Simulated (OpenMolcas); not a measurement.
# Co4+, Rh4+, Ir4+: d⁵ down the group

| Quantity | Value |
| --- | --- |
| Program | OpenMolcas |
| Method | SS-RASPT2, IPEA 0.25 Eh, imaginary shift 0.1 Eh |
| Basis | ANO-RCC-VTZP |
| Scalar Hamiltonian | DKH2, point nucleus |
| Spin-orbit coupling | RASSI with atomic mean-field integrals over the reference wave functions, term energies averaged over their components |

Active space for each ion: 11 electrons in 8 orbitals (RAS1 p, at most 2 holes; RAS2 d); closed shells correlated by CASPT2: Co4+ 3s; Rh4+ 4s; Ir4+ 5s.

Computed levels in cm-1 above ⁶S_5/2:

```tsv
Level	Co4+	Rh4+	Ir4+
⁴G_7/2	38960	26790	23660
⁴G_11/2	38970	26910	25020
⁴G_9/2	38990	27010	26060
⁴P_1/2	43340	30730	27900
⁴D_7/2	46980	32110	31230
⁴D_1/2	47130	33310	35750
²I_11/2	56750	38990	36710
²I_13/2	56890	39750	40360
²F_7/2(1)	62990	45900	51920
weight of ⁶S in the lowest level (%)	100	99	84
```

Mixed levels, with the weight of the term that names them: Rh4+ ⁴P_1/2 (69 %), Rh4+ ⁴D_1/2 (70 %), Rh4+ ²F_7/2(1) (66 %), Ir4+ ⁴G_7/2 (63 %), Ir4+ ⁴P_1/2 (60 %), Ir4+ ⁴D_7/2 (65 %), Ir4+ ⁴D_1/2 (66 %), Ir4+ ²I_11/2 (73 %), Ir4+ ²F_7/2(1) (63 %).

Measured, with the error of the calculation in %. Measured levels: Co4+ from Sugar and Corliss, J. Phys. Chem. Ref. Data 10, 1097 (1981).

| Level | Co4+ |
| --- | --- |
| ⁴G_11/2 | 37218 (+4.7) |
| ⁴P_1/2 | 41024 (+5.6) |
| ⁴D_7/2 | 44709 (+5.1) |
| ⁴D_1/2 | 44908 (+4.9) |
| ²F_7/2(1) | 59455 (+5.9) |

Without spin-orbit coupling ⁴G lies 38960, 26860, 24500 cm-1 above ⁶S in that order; the difference to the level ⁴G_7/2, of either sign, comes from spin-orbit coupling, which also lowers the zero.

Term energies are means over components that CASPT2 splits; among the terms shown or strongly mixed into the levels shown the widest spread is 220 cm-1 (4d⁵ ⁴F, Rh4+). Active for correlation alone: 3p; no level in the range computed is led by a configuration that opens it, so any true level of that kind is missing (holds for Co4+). Active for correlation alone: 4p; no level in the range computed is led by a configuration that opens it, so any true level of that kind is missing (holds for Rh4+). Active for correlation alone: 5p; no level in the range computed is led by a configuration that opens it, so any true level of that kind is missing (holds for Ir4+). Measured partners are found by configuration, term and J. A level has none where our copy of the source lacks it or the pairing is in doubt (some pairs that miss far off the trend of their configuration count as doubtful), and it then counts in no deviation. Levels of configurations outside the active space are missing.

A number in round brackets counts repeated terms of one configuration in the order of the reference energies.
